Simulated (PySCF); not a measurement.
**Deuteron quadrupole couplings in `COCC[C@H]([SiH3])C=O`**

Species: C₅H₁₂O₂Si.
Numbering: `[CH3:1][O:2][CH2:3][CH2:4][C@H:5]([SiH3:6])[CH:7]=[O:8]` (hydrogens: H9, H10, H11 on C1; H12, H13 on C3; H14, H15 on C4; H16 on C5; H17, H18, H19 on Si6; H20 on C7)

Geometry (GFN2-xTB, Å), atoms numbered from 1 in this order:
```xyz
20
C5H12O2Si angstrom
C      3.0792    0.5635    0.4302
O      1.7687    0.1335    0.6800
C      1.2260   -0.6253   -0.3801
C     -0.2164   -0.9888   -0.0405
C     -1.0808    0.2635    0.0784
Si    -2.8141   -0.1462    0.8094
C     -1.3268    0.9141   -1.2255
O     -1.2486    0.3915   -2.3079
H      3.1238    1.2111   -0.4551
H      3.3978    1.1240    1.3071
H      3.7545   -0.2874    0.2744
H      1.8225   -1.5396   -0.5285
H      1.2580   -0.0455   -1.3145
H     -0.6070   -1.6298   -0.8314
H     -0.2205   -1.5404    0.9006
H     -0.5974    0.9754    0.7506
H     -3.5909    1.0900    0.9108
H     -2.5878   -0.7195    2.1355
H     -3.4906   -1.1050   -0.0613
H     -1.6546    1.9717   -1.1353
```

Level: PBE0/pcSseg-1 (PySCF, non-relativistic); Q(2H) = 0.00286 b; rigid geometry, the same for H and D, with no vibrational averaging.

Question: Rank these positions by the coupling χzz of a deuteron there, largest first.
A. H12 (methylene hydrogen)
B. H20 (formyl hydrogen)
C. H16 (methine hydrogen)
D. H17 (Si–H hydrogen)
E. H9 (methyl hydrogen)

Answer: C (204 kHz), E (194 kHz), A (189 kHz), B (178 kHz), D (109 kHz).

Give the electric field gradient Vzz (the principal value of largest size), its asymmetry and the 2H coupling at each hydrogen.

```
atom  bonded to  bond length (Å)  Vzz (au)     η  χzz (kHz)
  H9         C1            1.098    0.2885  0.08        194
 H10         C1            1.088    0.3070  0.06        206
 H11         C1            1.097    0.2892  0.08        194
 H12         C3            1.102    0.2811  0.07        189
 H13         C3            1.100    0.2787  0.05        187
 H14         C4            1.090    0.3023  0.05        203
 H15         C4            1.091    0.3041  0.05        204
 H16         C5            1.092    0.3029  0.05        204
 H17        Si6            1.464    0.1619  0.02        109
 H18        Si6            1.462    0.1633  0.01        110
 H19        Si6            1.461    0.1634  0.01        110
 H20         C7            1.111    0.2650  0.01        178
```

Average by the element that carries the hydrogen.

on C: 196 kHz over 9 positions, mean bond length 1.097 Å; on Si: 109 kHz over 3 positions, mean bond length 1.462 Å.

How does χzz go with the bond length over the 9 C–H bonds?

A straight-line fit has a slope of -13.3 kHz for each 0.01 Å, with a correlation coefficient of -0.99, over lengths from 1.088 to 1.111 Å. The longer bonds have the smaller couplings here.

Isolated species at its GFN2-xTB geometry (one conformer only). GFN2-xTB bond lengths can be off by several hundredths of an ångström, more for odd bonds, and the gradients follow them. With a basis this small, the couplings can be 20 % off.
